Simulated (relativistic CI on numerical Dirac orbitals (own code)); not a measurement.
**Hyperfine structure of Zr31+, mass number 91**

Calculated at this level of theory: Dirac-Coulomb-Breit CI, separate exchange-only KLI orbitals for each configuration, model QED (radiative potential, 1s self-energy scaled to tabulated hydrogen-like ionisation energies), unscaled Slater integrals (own radial code, finite nucleus).

Configuration list (outside the closed core 1s2): 2s²2p⁵, 2s2p⁶, 2p⁶3s, 2p⁶3p, 2p⁶3d, 2s²2p⁴3s, 2s²2p⁴3p, 2s²2p⁴3d, 2s2p⁵3s, 2s2p⁵3p, 2s2p⁵3d, 2s²2p⁴4s, 2s²2p⁴4p, 2s²2p⁴4d, 2s²2p⁴4f, 2s2p⁵4s. Levels of other configurations are missing.

Nuclear spin I = 5/2, μ = -1.3022 μN, Q = -0.176 b (tables of Stone and Pyykkö). The electronic factors are computed for point nuclear moments, without core polarisation or the Bohr-Weisskopf and QED corrections.

```json
{"Level": "2s²2p⁵ ²P°3/2", "E (Ry)": "0.000", "A (GHz)": "-57.48", "B (GHz)": "35.7"}
{"Level": "2s²2p⁵ ²P°1/2", "E (Ry)": "6.503", "A (GHz)": "-326.4", "B (GHz)": ""}
{"Level": "2s2p⁶ ²S1/2", "E (Ry)": "21.768", "A (GHz)": "-1051", "B (GHz)": ""}
{"Level": "2s²2p⁴3s ⁴P5/2", "E (Ry)": "161.581", "A (GHz)": "-100.3", "B (GHz)": "-12"}
{"Level": "2s²2p⁴3s ²P3/2", "E (Ry)": "161.989", "A (GHz)": "-11.69", "B (GHz)": "-4.51"}
{"Level": "2s²2p⁴3s ²S1/2", "E (Ry)": "163.468", "A (GHz)": "-273.5", "B (GHz)": ""}
{"Level": "2s²2p⁴3p ²P°1/2", "E (Ry)": "167.168", "A (GHz)": "-89.04", "B (GHz)": ""}
{"Level": "2s²2p⁴3p ⁴D°7/2", "E (Ry)": "167.508", "A (GHz)": "-38.29", "B (GHz)": "-20.1"}
```

Levels with J = 0, under 50 % of one LS term, or S terms without an open s electron are left out. Small factors come from cancelling terms and can be off by tens of per cent or more.

At this charge energies of transitions that change n are usually good to better than 1 %, and those within a shell (Δn = 0) to a few per cent.

Q: Give the hyperfine levels of 2s²2p⁵ ²P°1/2 relative to its centre of gravity.

A: With K = F(F + 1) − I(I + 1) − J(J + 1), E = AK/2: F = 2: 571.2, F = 3: -408 GHz.

LS names give the leading component of a level, which can be under half, so a name can repeat, a term be missing and a line seem to break the LS rules.
